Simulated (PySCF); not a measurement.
SeFI, SMILES F[Se]I. Geometry optimised at B3LYP-D3(BJ)/def2-TZVP. The def2 effective core potentials stand for the cores of I; spin–orbit coupling is left out.

The numbers are results of B3LYP-D3(BJ)/def2-TZVP run with PySCF, not measurements.

Harmonic wavenumbers (cm⁻¹): 161, 255, 638. Rotational constants (GHz): 11.74, 1.339, 1.202; symmetry number 1.

Work out the zero-point energy and the ideal-gas rigid-rotor harmonic-oscillator thermochemistry at 298.15 K and 1 atm.

ZPE = ½ Σ hcν = ½ × 1054 cm⁻¹ = 1.51 kcal/mol. H − E(el) = 4.66 kcal/mol. Entropy in cal/(mol K): translation 42.13, rotation 27.23, vibration 4.62, total 73.99. G − E(el) = -17.40 kcal/mol. Cp = 12.55 cal/(mol K).
